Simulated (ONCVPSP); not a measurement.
**selenium ONCV: all-electron and pseudo phase curves**

- Element: Se
- Generator: ONCVPSP 4.0.1
- Type: optimised norm-conserving Vanderbilt (ONCV)
- Functional: LDA (Perdew-Zunger)
- Relativity: scalar-relativistic
- Frozen core: [Ne]
- Valence charge: 24
- Reference configuration: 3s2 3p6 3d10 4s2 4p2.5 (charge +1.5)
- Partial waves: 3s+4s: rc 0.75 bohr, ncon 3, nbas 7, qcut 17.6 1/bohr, 2 projectors; 3p+4p: rc 0.95 bohr, ncon 4, nbas 7, qcut 15.7 1/bohr, 3 projectors, debl 3.8 Ha; 3d: rc 0.95 bohr, ncon 4, nbas 9, qcut 13.8 1/bohr, 2 projectors, debl 1.8 Ha
- Local potential: polynomial inside 0.55 bohr (lpopt 5, dvloc0 0 Ha)
- Core correction: none

In the d channel the program set the typed energies aside and used -2.565, 0.250 Ha.

The phase is arctan(r·R′/R) of the radial function R(r), unwrapped; energies in Ha, scanned from -10 to 5 Ha. A pole is an energy at which the radial function vanishes at the test radius. The pseudo phase is shifted by a multiple of π to meet the all-electron one at the reference energy, and phase errors are pseudo minus all-electron; the curves can meet again beyond the range given. Levels narrower than the energy grid can be missing from the lists of poles.

```tsv
channel	radius (bohr)	reference energy (Ha)	poles, all-electron	poles, pseudo	unbroken range about the reference energy with phases within 0.05 rad	phase error 1 Ha above the reference energy (rad)
s	0.76	-1.19	-3.75	-3.75	the whole range	+0.000
p	0.96	-0.75	-4.86	-4.86	the whole range	+0.000
d	0.96	-2.57	-1.18	-1.18	the whole range	-0.000
```

Phases in the s channel:

```
E (Ha)  all-electron  pseudo
 -9.96        -0.930  -0.930
 -9.16        -1.113  -1.113
 -8.36        -1.241  -1.241
 -7.56        -1.334  -1.334
 -6.76        -1.405  -1.405
 -5.96        -1.460  -1.460
 -5.16        -1.506  -1.506
 -4.36        -1.545  -1.545
 -3.56        -1.578  -1.578
 -2.76        -1.609  -1.609
 -1.96        -1.637  -1.637
 -1.16        -1.663  -1.663
 -0.36        -1.689  -1.689
  0.44        -1.714  -1.714
  1.24        -1.740  -1.740
  2.04        -1.767  -1.767
  2.84        -1.796  -1.796
  3.64        -1.827  -1.827
  4.44        -1.862  -1.862
```
